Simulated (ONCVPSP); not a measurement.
# iron, ONCV: configuration errors across variants

ONCVPSP 4.0.1 input, shortened (lines: element, Z, core and valence counts, functional; n l f; lmax; l rc ep ncon nbas qcut; lloc lpopt rc5 dvloc0; l nproj debl; icmod fcfact rcfact), PBEsol, scalar-relativistic:

```
  Fe 26.00    5    2  -116133      upf
    1    0    2.00
    2    0    2.00
    2    1    6.00
    3    0    2.00
    3    1    6.00
    3    2    6.00
    4    0    2.00
    2
    0    2.25    0.00    5    8    3.80
    1    2.00    0.03    4    7    4.30
    2    1.15    0.00    5   10   12.90
    4    5    1.10    0.00
    0    2    2.60
    1    2    2.90
    2    2    2.60
    3    1.50    1.10
```

All-electron excitation energies from the reference (eV): (1) 3d6 4s1 8.745; (2) 3d6 4s0 24.862; (3) 3d5 4s0 59.049; (4) 3d7 4s0 6.593.

2 further variants failed, have other tests or another functional or relativity, and are left out.

A true bound ghost makes a file unfit for plane-wave use even where its test errors are small: the radial tests pick states by their node count and pass the ghost by.

Errors AE − PS in meV (a dash: test not solved or not reliable):

| change | (1) | (2) | (3) | (4) | bound ghosts | GHOST(+) flags above zero |
| --- | --- | --- | --- | --- | --- | --- |
| base | -7.0 | +2.5 | +112 | -208 | s | p |
| local potential polynomial inside 1.10 bohr (lpopt 5, dvloc0 4 Ha) | -6.4 | +2.7 | – | -208 | none | s, p |
| d: nbas 9 | -7.0 | +2.2 | +112 | -208 | s | p |
| s: qcut 3.3; p: qcut 3.7; d: qcut 11.1 | -6.8 | +5.1 | +110 | -199 | s | p |
| core correction none | -7.0 | +3.8 | +126 | -201 | s | p |
| d: rc 1.22 | -6.8 | +3.5 | +113 | -205 | s | p |
| all radii but the core radius scaled by about 1.32 (s 2.98, p 2.64, d 1.52 bohr); local potential polynomial inside 1.46 bohr (lpopt 5, dvloc0 0 Ha) | -5.6 | +7.6 | +114 | -183 | none | s |

(1) Give the same row for: s: rc 2.3.

## Answers

(1) -6.9, +2.3, +117, -211; bound ghosts: s; GHOST(+) flags above zero: p.
